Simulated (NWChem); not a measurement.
System: C$_{3}$H$_{6}$O$_{2}$; SMILES CC1OCO1

NWChem input:

```
start job
memory heap 200 mb stack 900 mb global 1100 mb
geometry units angstroms noautoz
  C      0.271856    -1.754230     0.000000
  C     -0.456703    -0.432952     0.000000
  O     -0.045519     0.472231    -1.037625
  C      0.272471     1.397291     0.000000
  O     -0.045519     0.472231     1.037625
  H      1.352968    -1.588718     0.000000
  H     -0.004435    -2.332260     0.889033
  H     -0.004435    -2.332260    -0.889033
  H     -1.550266    -0.570148     0.000000
  H      1.328620     1.704597     0.000000
  H     -0.384396     2.281372     0.000000
end
basis spherical
  * library def2-tzvp
end
dft
  xc pw6b95
  iterations 150
  semidirect filesize 400000000
  mulliken
end
task dft energy
```

Excerpt of the output:

```
             Northwest Computational Chemistry Package (NWChem) 7.3.0
             --------------------------------------------------------

 CS  symmetry detected

                             Geometry "geometry" -> ""
                             -------------------------

 Output coordinates in angstroms (scale by  1.889725989 to convert to a.u.)

  No.       Tag          Charge          X              Y              Z
 ---- ---------------- ---------- -------------- -------------- --------------
    1 C                    6.0000     0.27278002     1.75153431     0.00000000
    2 C                    6.0000    -0.46654372     0.43624948     0.00000000
    3 O                    8.0000    -0.06276479    -0.47226091    -1.03762500
    4 C                    6.0000     0.24766094    -1.39988665     0.00000000
    5 O                    8.0000    -0.06276479    -0.47226091     1.03762500
    6 H                    1.0000     1.35250447     1.57719990     0.00000000
    7 H                    1.0000     0.00121819     2.33180112     0.88903300
    8 H                    1.0000     0.00121819     2.33180112    -0.88903300
    9 H                    1.0000    -1.55894997     0.58237050     0.00000000
   10 H                    1.0000     1.30126539    -1.71580649     0.00000000
   11 H                    1.0000    -0.41640321    -2.27857446     0.00000000

 Effective nuclear repulsion energy (a.u.)     190.7108687595

      Symmetry information
      --------------------

 Group name             Cs
 Group number              2
 Group order               2
 No. of unique centers     9

                                 NWChem DFT Module
                                 -----------------

 Summary of "ao basis" -> "ao basis" (spherical)
 ------------------------------------------------------------------------------
       Tag                 Description            Shells   Functions and Types
 ---------------- ------------------------------  ------  ---------------------
 C                         def2-tzvp                11       31   5s3p2d1f
 O                         def2-tzvp                11       31   5s3p2d1f
 H                         def2-tzvp                 4        6   3s1p

      Symmetry analysis of basis
      --------------------------

        a'        120
        a"         71

            General Information
            -------------------
          SCF calculation type: DFT
          Wavefunction type:  closed shell.
          No. of atoms     :    11
          No. of electrons :    40
           Alpha electrons :    20
            Beta electrons :    20
          Charge           :     0
          Spin multiplicity:     1
          Use of symmetry is: on ; symmetry adaption is: on
          Maximum number of iterations: 150
          AO basis - number of functions:   191
                     number of shells:    79
          Convergence on energy requested:  1.00D-06
          Convergence on density requested:  1.00D-05
          Convergence on gradient requested:  5.00D-04

              XC Information
              --------------
                       PW6B95 Method XC Functional
                     Hartree-Fock (Exact) Exchange  0.280
                    PW6B95 GGA Exchange Functional  0.720
                      PW6B95 Correlation Potential  1.000

             Grid Information
             ----------------
          Grid used for XC integration:  medium
          Radial quadrature: Mura-Knowles
          Angular quadrature: Lebedev.
          Tag              B.-S. Rad. Rad. Pts. Rad. Cut. Ang. Pts.
          ---              ---------- --------- --------- ---------
          C                   0.70       49          11.0       434
          O                   0.60       49          10.0       434
          H                   0.35       45          12.0       434
          Grid pruning is: on
          Number of quadrature shells:   421
          Spatial weights used:  Erf1

      Superposition of Atomic Density Guess
      -------------------------------------

 Sum of atomic energies:        -265.58145431

      Non-variational initial energy
      ------------------------------

 Total energy =    -268.363277
 1-e energy   =    -739.256461
 2-e energy   =     280.182315
 HOMO         =      -0.297482
 LUMO         =       0.072702

      Symmetry analysis of molecular orbitals - initial
      -------------------------------------------------

  Numbering of irreducible representations:

     1 a'          2 a"

  Orbital symmetries:

     1 a'          2 a"          3 a'          4 a'          5 a'
     6 a'          7 a"          8 a'          9 a'         10 a'
    11 a'         12 a"         13 a'         14 a'         15 a"
    16 a'         17 a"         18 a'         19 a"         20 a'
    21 a"         22 a'         23 a'         24 a'         25 a'
    26 a"         27 a'         28 a'         29 a"         30 a'

------------------------------------------------------------
EAF file 0: "./job.aoints.0" size=476577792 bytes
------------------------------------------------------------
               write      read    awrite     aread      wait
               -----      ----    ------     -----      ----
     calls:      909         0         0         0         0
   data(b): 4.77e+08  0.00e+00  0.00e+00  0.00e+00
   time(s): 0.00e+00  0.00e+00  0.00e+00  0.00e+00  0.00e+00
rate(mb/s): 0.00e+00  0.00e+00
------------------------------------------------------------

     ---------------------------------------------
      Total Density - Mulliken Population Analysis
     ---------------------------------------------

    Atom       Charge   Shell Charges
 -----------   ------   -------------------------------------------------------
    1 C    6     6.53   0.86  1.12  0.56  0.67  0.14  1.29  1.43  0.43  0.01  0.03  0.00
    2 C    6     5.43   0.85  1.12  0.51  0.61  0.07  0.93  0.97  0.17  0.03  0.14  0.02
    3 O    8     8.62   0.79  1.18  0.60  0.96  0.26  1.95  2.13  0.71  0.00  0.03  0.00
    4 C    6     5.60   0.85  1.12  0.52  0.63  0.10  0.97  1.02  0.24  0.03  0.10  0.01
    5 O    8     8.62   0.79  1.18  0.60  0.96  0.26  1.95  2.13  0.71  0.00  0.03  0.00
    6 H    1     0.84   0.24  0.44  0.13  0.02
    7 H    1     0.83   0.24  0.44  0.13  0.02
    8 H    1     0.83   0.24  0.44  0.13  0.02
    9 H    1     0.91   0.25  0.48  0.16  0.02
   10 H    1     0.90   0.25  0.48  0.15  0.02
   11 H    1     0.90   0.25  0.48  0.15  0.02

   convergence    iter        energy       DeltaE   RMS-Dens  Diis-err
 ---------------- ----- ----------------- --------- --------- ---------
 d= 0,ls=0.0,diis     1   -268.6339373775 -4.59D+02  4.76D-03  1.23D+00
 d= 0,ls=0.0,diis     2   -268.5945439004  3.94D-02  2.62D-03  1.78D+00
 d= 0,ls=0.0,diis     3   -268.7506572776 -1.56D-01  6.22D-04  5.63D-02
 d= 0,ls=0.0,diis     4   -268.7542904058 -3.63D-03  3.07D-04  7.05D-03
 d= 0,ls=0.0,diis     5   -268.7549752771 -6.85D-04  5.42D-05  2.07D-04
  Resetting Diis
 d= 0,ls=0.0,diis     6   -268.7549994436 -2.42D-05  6.34D-06  3.66D-06
 d= 0,ls=0.0,diis     7   -268.7549998319 -3.88D-07  3.57D-06  4.70D-07

         Total DFT energy =     -268.754999831884
      One electron energy =     -743.222364555368
           Coulomb energy =      319.842764957379
    Exchange-Corr. energy =      -36.086268993441
 Nuclear repulsion energy =      190.710868759546

 Numeric. integr. density =       40.000010545964

                  Occupations of the irreducible representations
                  ----------------------------------------------

                     irrep           alpha         beta
                     --------     --------     --------
                     a'               14.0         14.0
                     a"                6.0          6.0

                       DFT Final Molecular Orbital Analysis
                       ------------------------------------

 Vector   18  Occ=2.000000D+00  E=-3.508717D-01  Symmetry=a"
              MO Center= -1.7D-02, -4.4D-01, -6.1D-15, r^2= 2.0D+00
   Bfn.  Coefficient  Atom+Function         Bfn.  Coefficient  Atom+Function
  ----- ------------  ---------------      ----- ------------  ---------------
    70      0.305977   3 O  pz              132      0.305977   5 O  pz
    73      0.258883   3 O  pz              135      0.258883   5 O  pz
    76      0.174849   3 O  pz              138      0.174849   5 O  pz
    39     -0.144413   2 C  pz              101     -0.138956   4 C  pz
    68     -0.111062   3 O  px              130      0.111062   5 O  px

 Vector   19  Occ=2.000000D+00  E=-3.319511D-01  Symmetry=a"
              MO Center= -1.1D-01, -4.3D-01, -1.6D-14, r^2= 1.9D+00
   Bfn.  Coefficient  Atom+Function         Bfn.  Coefficient  Atom+Function
  ----- ------------  ---------------      ----- ------------  ---------------
    68      0.296750   3 O  px              130     -0.296750   5 O  px
    71      0.249199   3 O  px              133     -0.249199   5 O  px
    74      0.183102   3 O  px              136     -0.183102   5 O  px
    69      0.126131   3 O  py              131     -0.126131   5 O  py
    70      0.115972   3 O  pz              132      0.115972   5 O  pz

 Vector   20  Occ=2.000000D+00  E=-2.722363D-01  Symmetry=a'
              MO Center= -9.0D-02, -4.6D-01, -9.2D-16, r^2= 2.7D+00
   Bfn.  Coefficient  Atom+Function         Bfn.  Coefficient  Atom+Function
  ----- ------------  ---------------      ----- ------------  ---------------
    68      0.260645   3 O  px              130      0.260645   5 O  px
    71      0.221809   3 O  px              133      0.221809   5 O  px
    74      0.163388   3 O  px              136      0.163388   5 O  px
   187      0.161406  11 H  s               181     -0.158577  10 H  s
   175      0.155752   9 H  s               176      0.155782   9 H  s

 Vector   21  Occ=0.000000D+00  E= 4.847729D-02  Symmetry=a"
              MO Center= -2.3D-02, -6.5D-01, -2.5D-14, r^2= 4.2D+00
   Bfn.  Coefficient  Atom+Function         Bfn.  Coefficient  Atom+Function
  ----- ------------  ---------------      ----- ------------  ---------------
    67      1.007176   3 O  s               129     -1.007176   5 O  s
   107      0.847670   4 C  pz               45      0.614375   2 C  pz
   104      0.321824   4 C  pz               42      0.299047   2 C  pz
    39      0.232119   2 C  pz              101      0.221359   4 C  pz
    76      0.187894   3 O  pz              138      0.187894   5 O  pz

 Vector   22  Occ=0.000000D+00  E= 5.282708D-02  Symmetry=a'
              MO Center= -8.2D-02,  1.1D+00,  1.7D-14, r^2= 8.0D+00
   Bfn.  Coefficient  Atom+Function         Bfn.  Coefficient  Atom+Function
  ----- ------------  ---------------      ----- ------------  ---------------
     5      4.665467   1 C  s               164     -1.564270   7 H  s
   170     -1.564270   8 H  s               158     -1.504861   6 H  s
   176     -1.480491   9 H  s               182     -1.158088  10 H  s
    43     -1.084058   2 C  px               98      0.905722   4 C  s
   105      0.538781   4 C  px              188     -0.520085  11 H  s

 Vector   23  Occ=0.000000D+00  E= 7.202453D-02  Symmetry=a'
              MO Center=  1.8D-01, -1.1D+00,  2.1D-14, r^2= 9.2D+00
   Bfn.  Coefficient  Atom+Function         Bfn.  Coefficient  Atom+Function
  ----- ------------  ---------------      ----- ------------  ---------------
     5      3.671011   1 C  s                98     -3.261442   4 C  s
   188      1.965306  11 H  s               182      1.515173  10 H  s
    44     -1.266668   2 C  py              164     -1.187410   7 H  s
   170     -1.187410   8 H  s                36     -0.646154   2 C  s
   158     -0.522810   6 H  s                12     -0.515284   1 C  px

------------------------------------------------------------
EAF file 0: "./job.aoints.0" size=590348288 bytes
------------------------------------------------------------
               write      read    awrite     aread      wait
               -----      ----    ------     -----      ----
     calls:     1126         6         0      6750      6750
   data(b): 5.90e+08  3.15e+06  0.00e+00  3.54e+09
   time(s): 0.00e+00  0.00e+00  0.00e+00  0.00e+00  0.00e+00
rate(mb/s): 0.00e+00  0.00e+00
------------------------------------------------------------

     ---------------------------------------------
      Total Density - Mulliken Population Analysis
     ---------------------------------------------

    Atom       Charge   Shell Charges
 -----------   ------   -------------------------------------------------------
    1 C    6     6.33   0.86  1.12  0.51  0.65  0.11  1.35  1.29  0.40  0.01  0.03  0.00
    2 C    6     5.73   0.86  1.12  0.53  0.61  0.01  1.22  1.04  0.12  0.04  0.17  0.02
    3 O    8     8.35   0.79  1.18  0.59  0.93  0.32  1.89  1.90  0.70  0.00  0.03  0.00
    4 C    6     5.84   0.86  1.12  0.53  0.62  0.05  1.24  1.06  0.20  0.04  0.12  0.02
    5 O    8     8.35   0.79  1.18  0.59  0.93  0.32  1.89  1.90  0.70  0.00  0.03  0.00
    6 H    1     0.88   0.28  0.47  0.11  0.02
    7 H    1     0.88   0.28  0.47  0.12  0.02
    8 H    1     0.88   0.28  0.47  0.12  0.02
    9 H    1     0.93   0.28  0.49  0.13  0.02
   10 H    1     0.91   0.28  0.49  0.12  0.02
   11 H    1     0.92   0.28  0.49  0.12  0.02

     -------------------------------------------
      Total Density - Lowdin Population Analysis
     -------------------------------------------

    Atom       Charge   Shell Charges
 -----------   ------   -------------------------------------------------------
    1 C    6     6.28   0.91  1.04  0.37  0.35  0.17  1.15  1.41  0.62  0.02  0.22  0.02
    2 C    6     6.37   0.91  1.03  0.37  0.31  0.16  1.05  1.17  0.47  0.05  0.71  0.12
    3 O    8     7.87   0.87  1.08  0.53  0.55  0.29  1.74  1.86  0.84  0.00  0.09  0.01
    4 C    6     6.33   0.91  1.04  0.38  0.33  0.17  1.07  1.20  0.46  0.05  0.59  0.11
    5 O    8     7.87   0.87  1.08  0.53  0.55  0.29  1.74  1.86  0.84  0.00  0.09  0.01
    6 H    1     0.87   0.26  0.39  0.16  0.06
    7 H    1     0.87   0.26  0.39  0.16  0.06
    8 H    1     0.87   0.26  0.39  0.16  0.06
    9 H    1     0.88   0.26  0.40  0.16  0.06
   10 H    1     0.89   0.26  0.41  0.16  0.06
   11 H    1     0.90   0.26  0.41  0.16  0.06

     Multipole analysis of the density
     ---------------------------------

     L   x y z        total         alpha         beta         nuclear
     -   - - -        -----         -----         ----         -------
     0   0 0 0      0.000000    -20.000000    -20.000000     40.000000

     1   1 0 0     -0.004521     -0.002260     -0.002260      0.000000
     1   0 1 0      0.137379      0.068689      0.068689      0.000000
     1   0 0 1      0.000000      0.000000      0.000000      0.000000

     2   2 0 0    -21.430811    -25.552745    -25.552745     29.674680
     2   1 1 0     -0.905842     -0.429091     -0.429091     -0.047661
     2   1 0 1      0.000000      0.000000      0.000000      0.000000
     2   0 2 0    -18.952747   -110.739079   -110.739079    202.525410
     2   0 1 1      0.000000      0.000000      0.000000      0.000000
     2   0 0 2    -26.156488    -46.659478    -46.659478     67.162469
```

Level: PW6B95/def2-TZVP. Geometry: optimised at B3LYP/6-31G* (spherical d).
